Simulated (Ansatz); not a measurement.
Relaxed structures of NaAlH2Se, closed shell (PBE0-D4/def2-TZVP; forces vanish, vibrations not checked; lower isomers may exist, and structures with a doubtful reference or unclear bonds are left out; Å). Program: Ansatz 0.2.0. Basis: def2-TZVPP. Cores are frozen in the correlated methods. Filled d shells of the heavier atoms are correlated. The outer core shell of Li, Na, Mg and K is correlated. The def2 sets are not built for correlating such inner shells, so the correlated values are less sure here.

Rank them by CCSD(T) energy, lowest first, and give each one's height above the lowest. Links in brackets join atoms within 1.22 times the sum of their covalent radii (1.1 for two metals). (An estimate is asked for; the value comes from the calculation.)
A.
NaAlH₂Se ([Na][Al][SeH2])
```
5
angstrom
Na -2.3065 -1.0123 -1.5378
Al -0.7988 -0.1257 0.9835
Se 0.9676 0.7583 -0.6914
H 1.5651 0.3242 -1.9886
H 2.3403 1.0043 -0.1623
```
B.
NaAlH₂Se ([H]1[Na]2[Se][AlH]12)
```
5
angstrom
Na -1.9782 -0.6694 -1.8087
Al -0.1472 -0.6081 0.5042
Se -0.0242 0.9950 -1.0520
H 0.6569 -0.8816 1.8416
H -1.3176 -1.7195 0.1735
```
C.
NaAlH₂Se ([Na][AlH][SeH])
```
5
angstrom
Na -2.9138 -1.0428 -1.0909
Al -0.4519 -0.3761 0.2513
Se 1.0356 1.0494 -0.9245
H 0.2408 -0.7258 1.6653
H 2.0893 1.0953 0.0987
```
D.
NaAlH₂Se ([H]1[Na][SeH][Al]1)
```
5
angstrom
Na 0.6334 0.2939 1.6851
Al -1.4898 -0.7930 -0.4896
Se 0.2097 1.2828 -0.8469
H -0.5609 -1.2370 0.9805
H 1.3609 0.3759 -1.0160
```

By the calculation: B (0.00 kcal/mol), C (34.38 kcal/mol), D (36.23 kcal/mol), A (89.96 kcal/mol). Heights count from the lowest.

No T1 diagnostic of these runs exceeds 0.012. The restricted Hartree–Fock reference is unstable towards an unrestricted one at one or more of these structures.

For scale, one of the runs: CCSD(T)/def2-TZVPP, 150 basis functions, launched by `ansatz run in.yaml --threads 2 --pin off --events-out ev --progress --plain --max-ram 4352MiB`. Hardware: 2 CPU threads of an Arm Neoverse V1, shared host. Wall time 48 s; peak host memory 1 GiB.
